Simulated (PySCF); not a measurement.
# A small calculation by hand: refractive index and permittivity of the vapour

C7H16, SMILES CCCCCCC.

Geometry: B3LYP-D3(BJ)/def2-SVP. One conformer was computed; it need not be the lowest.

ωB97X/def2-SVP run with PySCF gives a mean static polarisability of 79.3 bohr³ and a dipole moment of 0.05 D. Take an ideal gas at 298.15 K and 1 bar, whether or not the substance is that volatile.

**Question.** Work out n − 1 in the optical limit and the static ε − 1.

**Answer.** 
Polarisability volume α' = 79.3 × 0.148185 = 11.75 Å³. Number density N = p/kT = 2.43e-5 Å⁻³.
Dilute limit of Lorentz–Lorenz: n − 1 = 2π N α' = 0.0018.
Orientation term of Debye: μ²/(3kT) = 8.098 Å³ × μ²(D²) = 0.02 Å³.
ε − 1 = 4π N (α' + μ²/3kT) = 0.0036. With no permanent dipole, ε equals n² in this model. Vibrational polarisation and dispersion are left out.
